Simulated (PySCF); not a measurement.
**Krypton: a sound run and one with changed settings**

Sound run: Kr⁺ [Ar] 3d10 4s2 4p5, Kr²⁺ [Ar] 3d10 4s2 4p4. Computed with PySCF 2.14 in pcseg-2 (6s5p3d1f, 43 functions), with the non-relativistic Hamiltonian (point nucleus). In the sound run the correlated levels freeze [Ar] 3d10. The sound run starts from symmetry-adapted Hartree-Fock orbitals and uses a fine grid where one is needed.

Changed run: initial guess minao, at most 50 SCF cycles, level shift 2.0 hartree.

| species | method | sound run (hartree) | changed run (hartree) | converged |
| --- | --- | --- | --- | --- |
| Kr⁺ | UHF | -2751.54303 | -2751.54303 | yes |
| Kr⁺ | M06-L | -2753.17485 | -2753.17485 | yes |
| Kr⁺ | r2SCAN | -2753.26382 | -2753.26382 | yes |
| Kr⁺ | MP2 | -2751.67961 | -2751.60482 | yes |
| Kr⁺ | CCSD(T) | -2751.70395 | -2751.70395 | yes |
| Kr²⁺ | UHF | -2750.68844 | -2750.68844 | yes |
| Kr²⁺ | M06-L | -2752.28771 | -2752.28771 | yes |
| Kr²⁺ | r2SCAN | -2752.36522 | -2752.36522 | yes |
| Kr²⁺ | MP2 | -2750.79514 | -2750.73697 | yes |
| Kr²⁺ | CCSD(T) | -2750.81829 | -2750.81829 | yes |

Ionisation energy of Kr⁺:

```
 method  sound run (eV)  changed run (eV)
    UHF          23.255            23.255
  M06-L          24.140            24.140
 r2SCAN          24.452            24.452
    MP2          24.068            23.616
SCS-MP2          24.064            23.621
   CCSD          24.072            24.072
CCSD(T)          24.100            24.100
```

A level shift leaves the converged SCF energy unchanged but raises the virtual orbital energies, which shrinks MP2 if it is not removed.

For comparison, NIST gives 24.360 eV between the lowest levels.
